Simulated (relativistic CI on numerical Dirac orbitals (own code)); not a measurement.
# d1 to d9 in one octahedral field

Computed with a parametric ligand-field model without spin-orbit coupling, by exact diagonalisation: B = 600, C = 2610, 10Dq = 24500 cm⁻¹ (Oh; |10Dq|/B = 40.8) for every shell. Energies in cm⁻¹; the field energy is (0.6 n_e − 0.4 n_t2) × 10Dq of the ground term; g labels are left out.

| Shell | Ground term | Electrons in e | Field energy | First spin-allowed bands | Lowest term of other spin |
| --- | --- | --- | --- | --- | --- |
| d1 | 2T2 | 0.000 | -9800 | 2E 24500 |  |
| d2 | 3T1 | 0.014 | -19260 | 3T2 23127, 3T1 30755 | 1T2 9068 |
| d3 | 4A2 | 0.000 | -29400 | 4T2 24500, 4T1 31044 | 2E 12475 |
| d4 | 3T1 | 0.022 | -38655 | 3E 22086, 3T1 22749 | 1T2 7615 |
| d5 | 2T2 | 0.041 | -48000 | 2A2 21293, 2T1 21501 | 4T1 12227 |
| d6 | 1A1 | 0.031 | -58036 | 1T1 22694, 1T2 30942 | 3T1 17143 |
| d7 | 2E | 1.022 | -43568 | 2T1 22545, 2T2 23167 | 4T1 11954 |
| d8 | 3A2 | 2.000 | -29400 | 3T2 24500, 3T1 31044 | 1E 9933 |
| d9 | 2E | 3.000 | -14700 | 2T2 24500 |  |

Low spin: d4, d5, d6, d7; the other shells keep the spin of the free ion. Only d4 to d7 can choose; the field needed to pair spins is smallest for d6 and largest for d5, which loses most exchange energy. In the strong-field picture 10Dq must exceed about 6B + 5C = 16650 (d4), 7.5B + 5C = 17550 (d5), 2.5B + 4C = 11940 (d6) and 4B + 4C = 12840 (d7); mixing of terms shifts these bounds somewhat.
